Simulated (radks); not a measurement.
Values are calculated unless marked as measured or tabulated.
Question: Species: Ce-. Configuration: [Xe] 4f1 5d2 6s2. Code: a radial shooting solver on a logarithmic mesh with Libxc functionals. Model: scalar-relativistic Kohn-Sham, PBEsol, spin-unpolarised, spherical densities, point nucleus; hard spherical wall at 7 bohr. Some entries of the table are withheld. Estimate them.

orbital,occ.,eigenvalue (hartree),<1/r> (bohr^-1)
1s,2,-1478.913,63.33
2s,2,-236.5088,14.60
2p,6,-211.8072,13.82
3s,2,-50.64399,(1)
3p,6,-42.78917,5.016
3d,10,-31.62534,4.759
4s,2,-9.95941,2.212
4p,6,-7.39484,2.040
4d,10,-3.70451,1.778
5s,2,-1.14330,0.8702
5p,6,-0.51095,0.7350
6s,2,0.13763,(2)
4f,1,0.14983,1.193
5d,2,0.18915,0.4203
6p,0,0.25568,0.2877
5f,0,0.50184,0.2758
7s,0,0.62001,0.3387

Answer: 
(1) 3s <1/r> (bohr^-1): 5.297
(2) 6s <1/r> (bohr^-1): 0.3091
